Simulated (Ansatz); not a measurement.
Ansatz results at the PBE0-D4/def2-TZVP geometry: size of the dipole moment (PBE/def2-TZVPP) 0.85 D; LUMO energy (PBE0/def2-TZVPP) -0.37 eV; LUMO energy (PBE/def2-TZVPP) -1.28 eV.

Each molecule was computed in one conformer, which needn't be the lowest.

**Question.** Which molecule gave them?
A. `O[SiH](S)Br`
B. `[SiH3][SiH2]C[TeH]`
C. `FCN[SiH2]Cl`
D. `[CH3][Al]([Cl])[BH]S`

**Answer.** A. The others give `FCN[SiH2]Cl`: 1.13, 0.31, -0.54; `[CH3][Al]([Cl])[BH]S`: 2.33, -2.45, -3.26; `[SiH3][SiH2]C[TeH]`: 0.89, -0.96, -1.78.
